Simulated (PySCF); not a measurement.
PySCF job for Sn(H)(Br)2(OH) (Br₂H₂OSn), SMILES [OH][SnH]([Br])[Br], PBE0-D3(BJ)/def2-SVP. Geometry: PBE0-D3(BJ)/def2-SVP. The structure was generated by enumeration; whether it is a known compound was not checked. The def2 effective core potentials stand for the cores of Sn; spin–orbit coupling is left out. One conformer was computed; it need not be the lowest.

```python
import numpy as np
from pyscf import gto, scf, dft, df
from pyscf.hessian import thermo

mol = gto.M(
    atom='''
    Sn    0.32132931   -0.65157153    0.00000000
    O    -0.92102176   -2.17496734    0.00000001
    Br   -0.12494648    0.75958375   -1.99130808
    Br   -0.12494648    0.75958375    1.99130807
    H     1.89635275   -1.28570843    0.00000000
    H    -1.84839033   -1.90683892    0.00000000
    ''',
    basis='def2-SVP',
    ecp={'Sn': 'def2-svp'},
    charge=0,
    spin=0,
    max_memory=1600,
    verbose=3,
)
mf = dft.RKS(mol, xc='pbe0').density_fit(auxbasis='def2-universal-jkfit')
mf.disp = 'd3bj'
mf.grids.level = 3
mf.conv_tol = 1e-11
mf.max_cycle = 100
mf.kernel()

# [left out here: the lines that compute and print the analytic Hessian (its translational invariance restored by hand, since the grid's response is missing), thermochemistry and intensities]
```

Program output:

```
converged SCF energy = -5437.78558223876

WARN: DFTD3 does not support analytical Hessian, using finite difference


WARN: Mole.unit (angstrom) is changed to Bohr

Mode                                 0                   1                   2
Irrep
Freq [cm^-1]                       75.8501            117.6281            138.2932
Reduced mass [au]                  57.6660              2.4308              8.4337
Force const [Dyne/A]                0.1955              0.0198              0.0950
Char temp [K]                     109.1314            169.2407            198.9731
Normal mode                   x     y     z       x     y     z       x     y     z
       0  Sn                 0.01 -0.04 -0.00   -0.00 -0.00  0.02    0.05 -0.00  0.00
       1   O                 0.01 -0.04  0.00    0.00 -0.00 -0.17   -0.12  0.13 -0.00
       2  Br                -0.01  0.03  0.06   -0.01 -0.02  0.01   -0.02 -0.01  0.01
       3  Br                -0.01  0.03 -0.06    0.01  0.02  0.01   -0.02 -0.01 -0.01
       4   H                 0.00 -0.05 -0.00    0.00 -0.00  0.09    0.01 -0.08  0.00
       5   H                 0.01 -0.04  0.00    0.00 -0.00 -0.61   -0.08  0.27 -0.00
Mode                                 3                   4                   5
Irrep
Freq [cm^-1]                      209.5850            254.8485            277.0852
Reduced mass [au]                   1.6319             66.5104             40.3162
Force const [Dyne/A]                0.0422              2.5451              1.8237
Char temp [K]                     301.5462            366.6702            398.6640
Normal mode                   x     y     z       x     y     z       x     y     z
       0  Sn                -0.00  0.00  0.00   -0.02  0.05  0.00   -0.00  0.00 -0.06
       1   O                 0.00  0.00  0.15    0.02  0.02 -0.00    0.00  0.00  0.03
       2  Br                 0.00  0.02 -0.01    0.01 -0.04  0.05    0.01 -0.03  0.05
       3  Br                -0.00 -0.02 -0.01    0.01 -0.04 -0.05   -0.01  0.03  0.05
       4   H                -0.00  0.00  0.02   -0.02  0.05  0.00   -0.00  0.00 -0.03
       5   H                 0.00 -0.00 -0.77    0.01 -0.01  0.00    0.00 -0.00 -0.11
Mode                                 6                   7                   8
Irrep
Freq [cm^-1]                      544.9132            548.7175            643.8741
Reduced mass [au]                   1.0241              1.0374             14.1471
Force const [Dyne/A]                0.1792              0.1840              3.4556
Char temp [K]                     784.0087            789.4823            926.3914
Normal mode                   x     y     z       x     y     z       x     y     z
       0  Sn                 0.00  0.00 -0.01    0.01  0.01  0.00   -0.02 -0.02  0.00
       1   O                 0.00 -0.00  0.01    0.01 -0.02 -0.00    0.15  0.18 -0.00
       2  Br                -0.00  0.00 -0.00   -0.00 -0.00 -0.00   -0.00 -0.00 -0.00
       3  Br                 0.00 -0.00 -0.00   -0.00 -0.00  0.00   -0.00 -0.00  0.00
       4   H                -0.00 -0.00  0.99   -0.36 -0.89 -0.00   -0.04 -0.06 -0.00
       5   H                -0.00 -0.00  0.06   -0.03 -0.19 -0.00    0.10 -0.01 -0.00
Mode                                 9                  10                  11
Irrep
Freq [cm^-1]                      864.8878           1993.5088           3885.5093
Reduced mass [au]                   1.0824              1.0161              1.0672
Force const [Dyne/A]                0.4771              2.3792              9.4923
Char temp [K]                    1244.3810           2868.2153           5590.3828
Normal mode                   x     y     z       x     y     z       x     y     z
       0  Sn                 0.01 -0.00  0.00    0.01 -0.00  0.00   -0.00 -0.00  0.00
       1   O                -0.04  0.05 -0.00    0.00 -0.00  0.00    0.06 -0.01  0.00
       2  Br                -0.00 -0.00  0.00    0.00 -0.00 -0.00   -0.00 -0.00  0.00
       3  Br                -0.00 -0.00 -0.00    0.00 -0.00  0.00   -0.00 -0.00 -0.00
       4   H                 0.06  0.16 -0.00   -0.92  0.37 -0.00   -0.00  0.00 -0.00
       5   H                -0.30 -0.90  0.00    0.01  0.01 -0.00   -0.93  0.25 -0.00
temperature 298.1500 [K]
pressure 101325.00 [Pa]
Rotational constants [GHz] 1.95244 0.75567 0.58941
Symmetry number 1
Zero-point energy (ZPE) 0.02177 [Eh]   57149.802 [J/mol]
                           tot       elec      trans        rot        vib
Entropy [J/mol/K]       377.194      0.000    179.737    126.743     70.714
Cv [J/mol/K]             87.315      0.000     12.472     12.472     62.371
Cp [J/mol/K]             95.629      0.000     20.786     12.472     62.371
Internal energy [J/mol]                      3718.434   3718.434  68191.136
Internal energy [Eh]   -5437.75678  -5437.78558
Enthalpy [J/mol]                             6197.391   3718.434  68191.136
Enthalpy [Eh]          -5437.75583
Gibbs free energy [J/mol]                  -47391.094 -34069.990  47107.691
Gibbs free energy [Eh] -5437.79867
static polarisability / bohr^3: [[54.541 -2.666  0.   ]
 [-2.666 65.39  -0.   ]
 [ 0.     0.    82.758]]
largest difference of analytic and finite-field dipole derivatives / e: 0.0012692641077816091
mode   freq/cm-1   IR/(km/mol)   Raman/(A^4/amu)   depolarisation
   1       75.85         1.429             2.916            0.698
   2      117.63         5.589             2.987            0.750
   3      138.29        13.916             2.351            0.578
   4      209.58       103.949             0.629            0.750
   5      254.85        14.472            11.050            0.081
   6      277.09        77.798             2.767            0.750
   7      544.91        90.657            22.857            0.750
   8      548.72        40.811            19.123            0.560
   9      643.87        71.443            14.176            0.159
  10      864.89       110.629             3.407            0.614
  11     1993.51        71.284           268.132            0.194
  12     3885.51        99.289            87.176            0.263
max |gradient| / (hartree/bohr): 8.351743432181839e-05
APT charges: [ 1.8195 -0.8031 -0.5169 -0.5169 -0.2617  0.279 ]
```

The calculation finished and met its thresholds.

Cost: very roughly 2.7 core-minutes.
